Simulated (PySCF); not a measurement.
**Identify the compound**

An unknown has the formula C9H11N. Its calculated NMR data are:

$^{1}$H NMR (400 MHz, computed): δ 7.89 (s, 1H), 6.91 (m, 1H), 6.88 (m, 1H), 6.41 (d, 1H), 3.86 (s, 3H), 1.77 (m, 2H), 1.68 (m, 2H).

$^{13}$C{$^{1}$H} NMR (computed): δ 156.8 (CH), 151.3 (CH), 144.7 (C), 142.2 (CH), 136.4 (CH), 45.3 (CH3), 42.0 (C), 15.9 (CH2).

Calculated, not measured (PySCF 2.14): coordinates at the GFN2-xTB level, shielding tensors at PBE0/pcSseg-1 (GIAO). A single conformation, isolated molecule, equivalent nuclei averaged, non-relativistic.

Referencing at the same level of theory: $^{1}$H (σref 31.72), $^{13}$C (σref 186.93) against TMS.

Deduce the structure.

Answers


- Rings plus π bonds: 5 (2 rings in the answer).
- 8 carbon signals for 9 carbons: some carbons are equivalent by symmetry or fast rotation.
- Carbon types of the structure: 2 × C, 4 × CH, 2 × CH2, 1 × CH3, which accounts for all hydrogens.
- δC 156.8: C=N carbon.
- δC 151.3, 142.2, 136.4: alkene CH; the olefinic region.
- δC 144.7: fully substituted alkene carbon; an sp2 carbon of a C=C bond.
- δC 45.3: methyl carbon bonded to N; the inductive effect lowers its shielding.
- δC 42.0, 15.9: three-membered-ring carbon.
- δH 6.91, 6.88, 6.41: hydrogen on an alkene CH; a vinylic proton, deshielded by the sp2 carbon and the C=C anisotropy.
- δH 3.86: hydrogen on a methyl carbon bonded to N; its carbon carries N, an electronegative neighbour.

These data were computed for `C/N=C\C1=CC=CC12CC2`.

The shifts were computed for this structure.

Shifts are as computed. Against solution values, carbons near 30 ppm lie about +3 ppm off and those near 130 ppm about +5 ppm. Of 1211 compounds with measured shifts, 218 miss one by over three times the rms of a fit or turn the order of signals round; such compounds aren't used in these exercises. Multiplicities follow the n + 1 count of equivalent neighbours, as no J values were calculated; m marks all less simple cases, F and P coupling included.
